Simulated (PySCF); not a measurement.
Gas-phase reaction: GeH2 + Cl2 ⇌ GeHCl + HCl

Method: PySCF energies plus ideal-gas RRHO corrections (1 bar). † marks an energy on the PBE0/def2-TZVP geometry and frequencies; other levels use their own. MP2 freezes the core. 6-31G* has spherical d functions here. All species are closed-shell singlets. B3LYP is the form with VWN-RPA correlation. Ge: all electrons, no relativistic terms. GeH2, GeHCl: computed as isolated molecules; such fragments, hydroxides, amides, oligomers or adducts are transient or little studied in the gas. MP2 isn't extrapolated to the basis-set limit.

```json
[
 {"level": "B3LYP/6-31G*", "ΔH°(298 K), kJ": "…"},
 {"level": "B3LYP/def2-TZVP†", "ΔH°(298 K), kJ": "-288"},
 {"level": "BLYP/def2-TZVP†", "ΔH°(298 K), kJ": "…"},
 {"level": "HF/def2-TZVP†", "ΔH°(298 K), kJ": "…"},
 {"level": "MP2/def2-TZVPP†", "ΔH°(298 K), kJ": "-311"},
 {"level": "PBE/def2-SVP", "ΔH°(298 K), kJ": "…"},
 {"level": "PBE0/def2-TZVP", "ΔH°(298 K), kJ": "-292"},
 {"level": "r2SCAN/def2-TZVP†", "ΔH°(298 K), kJ": "-299"},
 {"level": "LDA/def2-TZVP†", "ΔH°(298 K), kJ": "-289"}
]
```

Problem. Fill in the missing entries.

Solution. 
- B3LYP/6-31G*, ΔH°(298 K), kJ: -291
- BLYP/def2-TZVP†, ΔH°(298 K), kJ: -282
- HF/def2-TZVP†, ΔH°(298 K), kJ: -302
- PBE/def2-SVP, ΔH°(298 K), kJ: -295
